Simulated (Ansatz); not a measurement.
A structure relaxed at PBE0-D4/def2-TZVP, charge 0, multiplicity 1:

```csv
atom,x (Å),y (Å),z (Å)
C1,-0.564,0.588,-1.687
O2,-0.462,0.875,-0.299
Sn3,0.332,-0.385,0.912
O4,0.811,0.459,2.572
F5,-0.816,-1.851,1.299
F6,1.835,-1.168,0.053
H7,-0.900,1.505,-2.175
H8,0.397,0.295,-2.121
H9,-1.298,-0.200,-1.883
H10,0.666,-0.117,3.328
```

Question: Give its formula and SMILES.

Answer: CH4F2O2Sn, `C[O][Sn]([OH])([F])[F]`.

Question: Summarise the bond lengths by kind.

Answer: 1 × C–O 1.421 Å; 3 × C–H 1.092 to 1.095 Å; 2 × O–Sn 1.919 to 1.923 Å; 2 × F–Sn 1.900 to 1.902 Å; 1 × H–O 0.962 Å.

All numbers were calculated with Ansatz.
